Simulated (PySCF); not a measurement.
C₃H₉Ge, SMILES [CH3][Ge]([CH3])[CH3] (connectivity only; charge and spin as stated), charge +1, multiplicity 1. Heavy atoms are numbered as in [CH3:1][Ge:2]([CH3:3])[CH3:4]. Hydrogens are named by the atom that carries them.

Geometry: PBE-D3(BJ)/def2-SVP. The spin state was assumed, not searched. The isomer is the one that the SMILES or the coordinates give; other isomers of the formula were not compared.

Computed with PBE0/pcSseg-1 in PySCF.

GIAO shieldings, no solvent; atoms alike by connectivity are averaged. δ = σ(ref) − σ: ¹³C against TMS (σ = 186.3 ppm); ⁷³Ge against GeH4 (σ = 1658.3 ppm); ¹H against TMS (σ = 31.56 ppm), references at their B3LYP-D3(BJ)/def2-TZVP geometries, non-relativistic.

| atoms | nucleus | count | δ (ppm) |
|---|---|---|---|
| C1 (CH3) | ¹³C | 3 | 26.3 |
| Ge2 | ⁷³Ge | 1 | 1376.3 |
| H on C1 | ¹H | 9 | ___ |

Q: What belongs in the gaps? (An estimate is asked for; the answer gives what the named calculation found.)

A: 
- H on C1, δ (ppm): 2.98
